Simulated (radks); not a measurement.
The numbers below are computed, except where a source is named.
Question: Coherent X-ray form factor from a spherical all-electron density. Level of theory: scalar-relativistic Kohn-Sham, r2SCAN, spin-polarised, spherical densities, finite nucleus; meta-GGA in the generalised Kohn-Sham scheme; Fermi nuclear charge, rms radius of each element as measured or else 0.836 A^(1/3) + 0.57 fm (a radial shooting solver on a logarithmic mesh with Libxc functionals).

| sin(theta)/lambda (1/angstrom) | f0 (electrons) |
|---|---|
| 0.05 | 59.543 |
| 0.1 | 58.225 |
| 0.15 | 56.188 |
| 0.2 | 53.635 |
| 0.25 | 50.780 |
| 0.3 | 47.819 |
| 0.4 | 42.123 |
| 0.5 | 37.147 |
| 0.6 | 32.947 |
| 0.8 | 26.389 |
| 1 | 21.753 |
| 1.25 | 18.020 |
| 1.5 | 15.646 |
| 2 | 12.106 |

The species is in the configuration that NIST lists as its ground one. Which atom or ion scatters so?

Answer: The dysprosium ion Dy6+, [Kr] 4d10 4f8 5s2 5p4. Extrapolating in s^2 from the first two rows gives f0(0) = 60.0, near the electron count 60; among species with that count, the fall with angle is slower the higher Z, and the table is that of Z = 66; from so few rows the species is fixed only to a neighbour or two.
